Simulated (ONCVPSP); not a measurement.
Potentials for germanium (Ge) compared

Generated with ld1.x 7.5 (TM, RRKJ, ultrasoft, PAW), atompaw 4.2 or ONCVPSP 4.0.1. The cutoff is in Ry: for ld1.x and atompaw files where the sum of valence levels is converged to 10 mRy in a Bessel basis, for ONCV files where the hardest occupied wave has 1 mHa per electron of residual kinetic energy. The error is the largest all-electron minus pseudo excitation energy over each file’s own four to seven test configurations (ionisations up to +4, promotions, holes and added fractions of an electron), all of which were solved. The labels leave out finer settings (local radius, basis sizes, second energies), which also bear on the numbers. Spin-polarised tests are not counted. The rows are a selection from randomly drawn settings: files with unsolved tests, undetermined cutoffs or missed reference levels are left out.

A true bound ghost makes a file unfit for plane-wave use even where its test errors are small: the radial tests pick states by their node count and pass the ghost by.

```tsv
potential	cutoff (Ry)	largest error (meV)	bound ghosts
ONCV, LDA (Perdew-Wang 92), scalar-relativistic, rc 1.45/1.80 (sp), local s, core correction yes, reference 4s2 4p1, qcut 3.5/4.5, projectors 0/2	31	+54	none
ONCV, PBE, scalar-relativistic, rc 1.30/1.65/0.95/1.40 (spdf), local smoothed, core correction yes, reference 3d10 4s2 4p2, qcut 6.1/5.8/17.4/8.7, projectors 3/2/2/2	234	-31	s
ONCV, LDA (Perdew-Zunger), scalar-relativistic, rc 1.60/1.65/1.55 (spd), local d, core correction yes, reference 4s2, qcut 4.1/5.9/5.5, projectors 2/3/0	19	-329	none
ONCV, LDA (Perdew-Wang 92), scalar-relativistic, rc 0.86/1.16/0.96 (spd), local smoothed, core correction yes, reference 3s2 3p6 3d10 4s2 4p2, qcut 12.3/10.5/12.5, projectors 2/3/2	165	-5.6	none
ONCV, PBEsol, scalar-relativistic, rc 1.95/2.20/0.65 (spd), local smoothed, core correction yes, reference 3d10 4s2 4p2, qcut 4.3/3.1/15.5, projectors 2/2/1	1058	-53	s, p
ONCV, PBEsol, scalar-relativistic, rc 1.80/2.15/0.90 (spd), local d, core correction yes, reference 3d10 4s2 4p2, qcut 2.7/2.9/10, projectors 3/2/0	791	-16	s, p
ONCV, LDA (Perdew-Zunger), scalar-relativistic, rc 0.95/0.90/1.30 (spd), local smoothed, core correction yes, reference 3s2 3p6 3d10 4s1 4p3, qcut 9.5/18.3/12.7, projectors 2/2/3	129	+239	none
```

(1) Fill in the row for Ge: ONCV, revPBE, scalar-relativistic, rc 1.40/1.85/1.55 (spd), local s, core correction no, reference 4s1.75 4p2.25, qcut 4.6/4.2/7, projectors 0/2/1.

## Answers

(1) cutoff 17 Ry, largest error -41 meV, bound ghosts: d.
